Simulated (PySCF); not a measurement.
AlBH$_{3}$, Al$_{2}$BH$_{4}$N, Al$_{2}$BClH$_{3}$ (calculated)

All values are calculated (PySCF 2.14.0). Calculation on a computer-drawn molecule: the log of a Hartree-Fock and frozen-core CCSD(T) single point meant for a local Hartree-Fock minimum, with one planted fault or none, to be diagnosed. Offsets are logged minus clean, where the clean run is the same molecule without the fault. The reference is restricted for singlets and unrestricted otherwise, and also for a bond in bohr or an excited solution. Adding or removing an electron swaps singlet and doublet. The excited solution moves the top pair (singlet) or top alpha electron (doublet) to the lowest empty orbital. Highest occupied and lowest empty are orbital energies over both spins, largest force is the largest gradient component, triples share is (T) over the correlation energy, the T1 limit is 0.02 restricted and 0.045 unrestricted, electrons count all cores, a negative frequency is imaginary (commonest isotopes), and the dipole is about the centre of nuclear charge.

Common to all runs: meant basis cc-pV(D+d)Z; logged SCF converged yes; logged CC converged yes; logged SCF stable within its kind yes; possible faults no fault, one electron removed, one electron added, multiplicity raised by two, geometry at a saddle point, SCF held on an excited solution, minimal basis STO-3G, one bond length entered in bohr, all coordinates scaled.

(1) AlBH$_{3}$

Logged structure:
```xyz
5
AlBH3
B      2.0353    -0.5078    -0.8733
Al     1.0135    -1.0398    -2.7164
H      1.9145     0.6049    -0.4727
H      2.6781    -1.3490    -0.3322
H      0.2841    -1.4192    -4.0319
```

* meant charge: 1
* meant multiplicity: 1
* logged electrons: 20
* logged basis functions: 17
* logged spin squared: 0
* logged highest occupied: -15.398 eV
* logged lowest empty: -0.901 eV
* logged largest force: 0.029751 hartree/bohr
* logged T1 diagnostic: 0.0081539
* logged D1 diagnostic: 0.019392
* logged triples share: 0.010632
* logged dipole magnitude: 1.8617 debye
* logged energy HF: -264.91615 hartree
* logged energy CCSD(T): -265.00105 hartree
* planted fault: minimal basis STO-3G
* HF energy offset from clean run: 1958 kcal/mol
* CCSD(T) energy offset from clean run: 2004 kcal/mol

Drawn bonds:
| atom | other atom | order |
| --- | --- | --- |
| 1 | 2 | 1 |
| 1 | 3 | 1 |
| 1 | 4 | 1 |
| 2 | 5 | 1 |

(2) AlBH$_{3}$

Structure as in entry 1.

- meant charge: 1
- meant multiplicity: 1
- logged electrons: 20
- logged basis functions: 52
- logged spin squared: 0
- logged highest occupied: -16.724 eV
- logged lowest empty: -5.5921 eV
- logged largest force: 2.36e-05 hartree/bohr
- logged lowest frequency: 367.55 cm⁻¹
- logged T1 diagnostic: 0.010598
- logged D1 diagnostic: 0.021346
- logged triples share: 0.01915
- logged dipole magnitude: 1.2524 debye
- logged energy HF: -268.0368 hartree
- logged energy CCSD(T): -268.19399 hartree
- planted fault: no fault
- HF energy offset from clean run: 0 kcal/mol
- CCSD(T) energy offset from clean run: 0 kcal/mol

Drawn bonds:
| atom | other atom | order |
| --- | --- | --- |
| 1 | 2 | 1 |
| 1 | 3 | 1 |
| 1 | 4 | 1 |
| 2 | 5 | 1 |

(3) AlBH$_{3}$

Structure as in entry 1.

- meant charge: 1
- meant multiplicity: 1
- logged electrons: 19
- logged basis functions: 52
- logged spin squared: 0.8056
- logged highest occupied: -25.752 eV
- logged lowest empty: -15.022 eV
- logged largest force: 0.067676 hartree/bohr
- logged T1 diagnostic: 0.022521
- logged D1 diagnostic: 0.056667
- logged triples share: 0.017874
- logged dipole magnitude: 0.1535 debye
- logged energy HF: -267.45501 hartree
- logged energy CCSD(T): -267.58479 hartree
- planted fault: withheld

Drawn bonds:
| atom | other atom | order |
| --- | --- | --- |
| 1 | 2 | 1 |
| 1 | 3 | 1 |
| 1 | 4 | 1 |
| 2 | 5 | 1 |

(4) Al$_{2}$BH$_{4}$N

Logged structure:
```xyz
8
Al2BH4N
B     -3.6107    -0.9981     1.1946
Al    -2.2306     0.1322     0.0078
Al    -0.1032    -0.9879    -0.9832
N      1.1960    -1.7166    -1.5759
H     -4.5388    -1.5882     0.7079
H     -3.4972    -1.0945     2.3880
H     -2.4330     1.6680    -0.3163
H      2.0040    -2.1521    -1.9498
```

* meant charge: 0
* meant multiplicity: 1
* logged electrons: 42
* logged basis functions: 32
* logged spin squared: 0
* logged highest occupied: -3.8378 eV
* logged lowest empty: 6.5167 eV
* logged largest force: 0.098599 hartree/bohr
* logged T1 diagnostic: 0.032445
* logged D1 diagnostic: 0.099676
* logged triples share: 0.063645
* logged dipole magnitude: 3.7415 debye
* logged energy HF: -558.29316 hartree
* logged energy CCSD(T): -558.51482 hartree
* planted fault: withheld

Drawn bonds:
| atom | other atom | order |
| --- | --- | --- |
| 1 | 2 | 1 |
| 2 | 3 | 1 |
| 3 | 4 | 2 |
| 1 | 5 | 1 |
| 1 | 6 | 1 |
| 2 | 7 | 1 |
| 4 | 8 | 1 |

Notes: T1 above single-reference limit.

(5) Al$_{2}$BClH$_{3}$

Logged structure:
```xyz
7
Al2BClH3
B     -0.9816    -0.9046     0.3920
Al    -3.0559    -0.4547     0.0769
Al    -3.9368     0.7940    -2.1061
Cl    -3.9929     2.9447    -2.1622
H     -0.4147    -1.7842    -0.2041
H     -0.2977    -0.2708     1.1533
H     -4.1852    -1.0636     1.0164
```

- meant charge: 0
- meant multiplicity: 2
- logged electrons: 51
- logged basis functions: 98
- logged spin squared: 0.8007
- logged highest occupied: -7.445 eV
- logged lowest empty: 0.36918 eV
- logged largest force: 1.688e-05 hartree/bohr
- logged lowest frequency: 37.992 cm⁻¹
- logged T1 diagnostic: 0.022039
- logged D1 diagnostic: 0.081201
- logged triples share: 0.026273
- logged dipole magnitude: 2.0565 debye
- logged energy HF: -969.78007 hartree
- logged energy CCSD(T): -970.16342 hartree
- planted fault: withheld

Drawn bonds:
| atom | other atom | order |
| --- | --- | --- |
| 1 | 2 | 1 |
| 2 | 3 | 1 |
| 3 | 4 | 1 |
| 1 | 5 | 1 |
| 1 | 6 | 1 |
| 2 | 7 | 1 |

**Q.** Give the missing planted fault for AlBH$_{3}$ (entry 3).
**A.** one electron removed

**Q.** Which fault was planted in the run of Al$_{2}$BH$_{4}$N (entry 4)?
**A.** minimal basis STO-3G

**Q.** Give the missing planted fault for Al$_{2}$BClH$_{3}$ (entry 5).
**A.** no fault

Further results for AlBH$_{3}$ (entry 3):

- HF energy offset from clean run: 365.1 kcal/mol
- CCSD(T) energy offset from clean run: 382.3 kcal/mol

Further results for Al$_{2}$BH$_{4}$N (entry 4):

- HF energy offset from clean run: 4344 kcal/mol
- CCSD(T) energy offset from clean run: 4477 kcal/mol

Further results for Al$_{2}$BClH$_{3}$ (entry 5):

- HF energy offset from clean run: 0 kcal/mol
- CCSD(T) energy offset from clean run: 0 kcal/mol
